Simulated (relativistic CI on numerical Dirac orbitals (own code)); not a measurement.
## How well does a small relativistic CI reproduce Sm I?

Calculated at this level of theory: Dirac-Coulomb-Breit CI, orbitals from a KLI potential per configuration, model QED, valence Slater integrals scaled by 0.85, P86 correlation energy added to each configuration (own radial code, finite nucleus).

Configurations in the expansion (outside the closed core [Xe]): 4f⁶6s², 4f⁶6s6p, 4f⁵6s²6p, 4f⁵6s²7p, 4f⁵6s²8s, 4f⁷7s, 4f⁶6s7s, 4f⁴6s²7s², 4f⁵6s²9s, 4f⁶7s², 4f⁸. The list is cut by size and lacks configurations that can hold low levels.

```csv
Configuration,Term (tabulated),J,Measured (cm⁻¹),Computed,Error,Purity (%)
4f⁶6s²,7F,0,0.0,0,0,93
4f⁶6s²,7F,1,292.6,311,19,95
4f⁶6s²,7F,2,811.9,862,50,96
4f⁶6s²,7F,3,1489.5,1577,88,97
4f⁶6s²,7F,4,2273.1,2401,128,98
4f⁶6s²,7F,5,3125.5,3293,167,97
4f⁶6s²,7F,6,4020.7,4224,203,96
```

Measured levels from NIST Handbook of Basic Atomic Spectroscopic Data (Sansonetti and Martin, J. Phys. Chem. Ref. Data 34, 1559 (2005)); pairs were made by configuration, J and term (by order where the table uses no LS term), so strongly mixed levels may be paired wrongly.

Mean error by configuration (cm⁻¹): 4f⁶6s² 109. Over the excited levels the mean absolute error is 109 cm⁻¹ (6 of the 42 excited levels that our extract of the source holds in range could be paired, and the others can miss by more), and the median relative error of those above 1,000 cm⁻¹ is 5.5 %.
